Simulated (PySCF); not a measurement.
vanadium atom (V), quartet (typed; the unrestricted solution is spin-contaminated); SVWN5/aug-cc-pVDZ in PySCF.

PySCF was given this input:
```python
from pyscf import gto, scf, dft

mol = gto.Mole()
mol.atom = '''
    V     0.00000000    0.00000000    0.00000000
'''
mol.basis = 'aug-cc-pvdz'
mol.spin = 3
mol.verbose = 4
mol.build()

mf = dft.UKS(mol)
mf.xc = 'lda,vwn'
mf.kernel()
mf.analyze()
```

Q: Write the output that PySCF gives for this input, abridged.

A: 
```
PySCF version 2.14.0

[INPUT] verbose = 4
[INPUT] num. atoms = 1
[INPUT] num. electrons = 23
[INPUT] charge = 0
[INPUT] spin (= nelec alpha-beta = 2S) = 3
[INPUT] symmetry False subgroup None
[INPUT] Mole.unit = angstrom
[INPUT] Symbol           X                Y                Z      unit          X                Y                Z       unit  Magmom
[...]
nuclear repulsion = 0
number of shells = 11
number of NR pGTOs = 138
number of NR cGTOs = 59
basis = aug-cc-pvdz
ecp = {}

******** <class 'pyscf.dft.uks.UKS'> ********
method = UKS
initial guess = minao
damping factor = 0
level_shift factor = 0
DIIS = <class 'pyscf.scf.diis.CDIIS'>
diis_start_cycle = 1
diis_space = 8
diis_damp = 0
SCF conv_tol = 1e-09
SCF conv_tol_grad = None
SCF max_cycles = 50
direct_scf = True
direct_scf_tol = 1e-13
number electrons alpha = 13  beta = 10
XC library pyscf.dft.libxc version 7.1.2
    S. Lehtola, C. Steigemann, M. J. T. Oliveira, and M. A. L. Marques,  SoftwareX 7, 1–5 (2018)
XC functionals = lda,vwn
    P. A. M. Dirac,  Math. Proc. Cambridge Philos. Soc. 26, 376 (1930)
    F. Bloch,  Z. Phys. 57, 545 (1929)
    S. H. Vosko, L. Wilk, and M. Nusair,  Can. J. Phys. 58, 1200 (1980)
radial grids:
    Treutler-Ahlrichs [JCP 102, 346 (1995); DOI:10.1063/1.469408] (M4) radial grids

becke partition: Becke, JCP 88, 2547 (1988); DOI:10.1063/1.454033
pruning grids: <function nwchem_prune>
grids dens level: 3
symmetrized grids: False
atomic radii adjust function: <function treutler_atomic_radii_adjust>
small_rho_cutoff = 0
Set gradient conv threshold to 3.16228e-05
tot grids = 20904
init E= -941.55391863205

cycle= 1 E= -941.101539893118  delta_E= 0.452  |g|= 0.966  |ddm|= 3.03

cycle= 2 E= -937.090255450888  delta_E= 4.01  |g|= 2.21  |ddm|= 6.29
cycle= 3 E= -941.621627833117  delta_E= -4.53  |g|= 0.437  |ddm|= 5.24
cycle= 4 E= -941.666342229046  delta_E= -0.0447  |g|= 0.282  |ddm|= 2.36
cycle= 5 E= -941.689186498974  delta_E= -0.0228  |g|= 0.271  |ddm|= 1.68
cycle= 6 E= -941.705478462776  delta_E= -0.0163  |g|= 0.194  |ddm|= 0.858
cycle= 7 E= -941.698141838235  delta_E= 0.00734  |g|= 0.191  |ddm|= 1.66
cycle= 8 E= -941.705518102806  delta_E= -0.00738  |g|= 0.195  |ddm|= 1.56
cycle= 9 E= -941.706891156097  delta_E= -0.00137  |g|= 0.188  |ddm|= 0.227
cycle= 10 E= -941.708991042238  delta_E= -0.0021  |g|= 0.181  |ddm|= 0.368
cycle= 11 E= -941.712438067971  delta_E= -0.00345  |g|= 0.176  |ddm|= 1.25
cycle= 12 E= -941.711546327345  delta_E= 0.000892  |g|= 0.171  |ddm|= 1.13
cycle= 13 E= -941.730975026732  delta_E= -0.0194  |g|= 0.0916  |ddm|= 0.521
cycle= 14 E= -941.735552841981  delta_E= -0.00458  |g|= 0.0596  |ddm|= 0.296
cycle= 15 E= -941.735528655013  delta_E= 2.42e-05  |g|= 0.0556  |ddm|= 0.412
cycle= 16 E= -941.735872963574  delta_E= -0.000344  |g|= 0.0514  |ddm|= 0.757
cycle= 17 E= -941.735819781658  delta_E= 5.32e-05  |g|= 0.0537  |ddm|= 0.314
cycle= 18 E= -941.734864379593  delta_E= 0.000955  |g|= 0.0638  |ddm|= 0.16
cycle= 19 E= -941.735560946333  delta_E= -0.000697  |g|= 0.0557  |ddm|= 0.145
cycle= 20 E= -941.735839728299  delta_E= -0.000279  |g|= 0.0546  |ddm|= 0.0833
cycle= 21 E= -941.736862558888  delta_E= -0.00102  |g|= 0.0419  |ddm|= 0.0802
cycle= 22 E= -941.70220804922  delta_E= 0.0347  |g|= 0.213  |ddm|=  1.2
cycle= 23 E= -941.704495915853  delta_E= -0.00229  |g|=  0.2  |ddm|= 0.362
cycle= 24 E= -941.703674640391  delta_E= 0.000821  |g|= 0.206  |ddm|= 0.326
cycle= 25 E= -941.705368373764  delta_E= -0.00169  |g|= 0.199  |ddm|= 0.0514
cycle= 26 E= -941.706161578411  delta_E= -0.000793  |g|= 0.196  |ddm|= 0.0772
cycle= 27 E= -941.716635744282  delta_E= -0.0105  |g|= 0.162  |ddm|= 0.293
cycle= 28 E= -941.703159401817  delta_E= 0.0135  |g|= 0.204  |ddm|= 0.541
cycle= 29 E= -941.702480557707  delta_E= 0.000679  |g|= 0.206  |ddm|= 0.104
cycle= 30 E= -941.678574653999  delta_E= 0.0239  |g|= 0.283  |ddm|= 1.29
cycle= 31 E= -941.724853033398  delta_E= -0.0463  |g|= 0.126  |ddm|= 0.827
[...]
cycle= 41 E= -941.704962476534  delta_E= 0.0324  |g|= 0.198  |ddm|= 1.17
cycle= 42 E= -941.720612111002  delta_E= -0.0156  |g|= 0.143  |ddm|= 0.503
cycle= 43 E= -941.727942289237  delta_E= -0.00733  |g|= 0.109  |ddm|= 0.207
cycle= 44 E= -941.73763480828  delta_E= -0.00969  |g|= 0.026  |ddm|= 0.66
cycle= 45 E= -941.713878854061  delta_E= 0.0238  |g|= 0.169  |ddm|= 0.96
cycle= 46 E= -941.708828890724  delta_E= 0.00505  |g|= 0.185  |ddm|= 0.146
cycle= 47 E= -941.705373512459  delta_E= 0.00346  |g|= 0.196  |ddm|= 0.129
cycle= 48 E= -941.705040016917  delta_E= 0.000333  |g|= 0.197  |ddm|= 0.0162
cycle= 49 E= -941.706259073652  delta_E= -0.00122  |g|= 0.197  |ddm|= 0.656
cycle= 50 E= -941.708314062562  delta_E= -0.00205  |g|= 0.189  |ddm|= 0.608
SCF not converged.
SCF energy = -941.708314062562 after 50 cycles  <S^2> = 4.7198133  2S+1 = 4.4586156
**** SCF Summaries ****
Total Energy =                        -941.708314062561612
Nuclear Repulsion Energy =               0.000000000000000
One-electron Energy =                -1300.528157822830053
Two-electron Energy =                  358.819843760268498
Two-electron Coulomb Energy =          402.222429546818262
DFT Exchange-Correlation Energy =      -43.402585786549778
**** MO energy ****
                             alpha | beta                alpha | beta
[...]
To work with the spin densities directly, `use mulliken_meta_spin()` only printing them here.

 ** Mulliken spin pop alpha/beta on meta-lowdin orthogonal AOs **
 ** Mulliken Spin Density (per AO)  **
spin_pop of  0 V 1s       -0.00000
spin_pop of  0 V 2s       -0.00002
spin_pop of  0 V 3s        0.00007
spin_pop of  0 V 4s       -0.94339
spin_pop of  0 V 5s       -0.00235
spin_pop of  0 V 6s       -0.00007
spin_pop of  0 V 7s       -0.00031
spin_pop of  0 V 2px      -0.00000
spin_pop of  0 V 2py      -0.00000
spin_pop of  0 V 2pz      -0.00000
spin_pop of  0 V 3px       0.00008
spin_pop of  0 V 3py       0.00008
spin_pop of  0 V 3pz       0.00015
spin_pop of  0 V 4px      -0.00003
spin_pop of  0 V 4py      -0.00004
spin_pop of  0 V 4pz      -0.00009
spin_pop of  0 V 5px       0.00000
spin_pop of  0 V 5py      -0.00000
spin_pop of  0 V 5pz      -0.00001
spin_pop of  0 V 6px      -0.00002
spin_pop of  0 V 6py      -0.00002
spin_pop of  0 V 6pz      -0.00004
spin_pop of  0 V 7px      -0.00001
spin_pop of  0 V 7py      -0.00001
spin_pop of  0 V 7pz      -0.00001
spin_pop of  0 V 3dxy      0.93137
spin_pop of  0 V 3dyz      0.71583
spin_pop of  0 V 3dz^2     0.31045
spin_pop of  0 V 3dxz      0.99277
spin_pop of  0 V 3dx2-y2    0.99397
spin_pop of  0 V 4dxy      0.00006
spin_pop of  0 V 4dyz     -0.00018
spin_pop of  0 V 4dz^2    -0.00034
spin_pop of  0 V 4dxz      0.00003
spin_pop of  0 V 4dx2-y2    0.00002
spin_pop of  0 V 5dxy      0.00059
spin_pop of  0 V 5dyz      0.00033
spin_pop of  0 V 5dz^2     0.00008
spin_pop of  0 V 5dxz      0.00055
spin_pop of  0 V 5dx2-y2    0.00051
spin_pop of  0 V 6dxy      0.00001
spin_pop of  0 V 6dyz      0.00001
spin_pop of  0 V 6dz^2    -0.00000
spin_pop of  0 V 6dxz      0.00001
spin_pop of  0 V 6dx2-y2    0.00001
spin_pop of  0 V 4f-3     -0.00001
spin_pop of  0 V 4f-2     -0.00000
spin_pop of  0 V 4f-1     -0.00000
spin_pop of  0 V 4f+0     -0.00000
spin_pop of  0 V 4f+1     -0.00000
spin_pop of  0 V 4f+2     -0.00000
spin_pop of  0 V 4f+3     -0.00000
spin_pop of  0 V 5f-3     -0.00000
spin_pop of  0 V 5f-2     -0.00000
spin_pop of  0 V 5f-1     -0.00000
spin_pop of  0 V 5f+0     -0.00000
spin_pop of  0 V 5f+1     -0.00000
spin_pop of  0 V 5f+2     -0.00000
spin_pop of  0 V 5f+3     -0.00000
 ** Mulliken Spin Density (per atom)  **
spin density of  0 V =      3.00000
 ** Mulliken pop alpha/beta on meta-lowdin orthogonal AOs **
 ** Mulliken pop       alpha | beta **
In total            13.00000 | 10.00000
 ** Mulliken atomic charges   ( Nelec_alpha | Nelec_beta ) **
charge of  0V =     -0.00000  (    13.00000     10.00000 )
Dipole moment(X, Y, Z, Debye): -0.00000,  0.00000,  0.00000
```

Convergence was not reached.
